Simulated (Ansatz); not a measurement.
Harmonic frequencies (cm⁻¹) at PBE0-D4/def2-TZVP from Ansatz: 76, 95, 101, 246, 345, 509, 530, 719, 728, 848, 943, 955, 959, 967, 1403, 2252, 2260, 2272.

Each molecule was computed in one conformer, which needn't be the lowest.

**Question.** Which molecule is it?
A. `CB[Si](F)(F)F`
B. `NBN`
C. `FB(F)[Si](F)(F)F`
D. `[SiH3]OB(Cl)Cl`

**Answer.** D.
